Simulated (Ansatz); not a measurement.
Reaction (substitution at a C–Al bond): `F[CH2][Al]1[CH2][CH]1F` + `[SH][SnH3]` → `FC[S][SnH3]` + `F[CH]1[CH2][AlH]1`

Gas-phase electronic energies from Ansatz, PBE0-D4/def2-TZVP geometries. CCSD(T)/CBS adds triple-zeta CCSD(T) − MP2 to the extrapolated MP2 energy (def2 sets, frozen cores). Functionals use def2-TZVPP. def2 core potentials past Kr. For Sn outer-core shells are correlated without core-valence functions, which leaves a few kJ/mol of doubt a bond. Each species was taken in one conformer, which may not be the lowest.

| level | ΔE (kJ/mol) |
| --- | --- |
| B2PLYP | 20.5 |
| PBE | 20.8 |

Task: What does CCSD(T)/CBS give? (An estimate is asked.)

Result: Computed: +16.1 kJ/mol. The listed levels differ from it by 4.4, 4.7 kJ/mol.

Largest T1 diagnostic among the species: 0.013.

The D4 term adds −5.6 kJ/mol with B3LYP and −2.8 kJ/mol with PBE0; it sums over pairs of atoms, weighted by their polarisabilities, and B3LYP, whose exchange is more repulsive, gets the larger term.

B3LYP here is the variant with VWN-RPA as its local correlation; programs differ in this.
